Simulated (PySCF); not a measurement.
System: Si3, singlet: symmetric bend, bond length relaxed. Scanned: Si-Si-Si angle. Other coordinates (Si-Si bond length) were minimised at B3LYP/def2-TZVP.

- PBE/cc-pVTZ (PySCF)
- CCSD(T) on RHF/cc-pVTZ, 15 core orbitals frozen (PySCF)

Energies relative to the lowest point of each profile, in kcal/mol:

| a / ° | PBE |
|---|---|
| 180 | 15.24 |
| 170 | 15.11 |
| 160 | 14.72 |
| 150 | 14.00 |
| 140 | 12.90 |
| 130 | 11.33 |
| 120 | 9.24 |
| 110 | 6.60 |
| 100 | 3.64 |
| 90 | 1.01 |
| 80 | 0.00 |

Question: Estimate the CCSD(T) values at these points.

Answer: 180: 15.41; 170: 15.32; 160: 15.06; 150: 14.54; 140: 13.69; 130: 12.38; 120: 10.50; 110: 7.97; 100: 4.91; 90: 1.85; 80: 0.00 (kcal/mol).
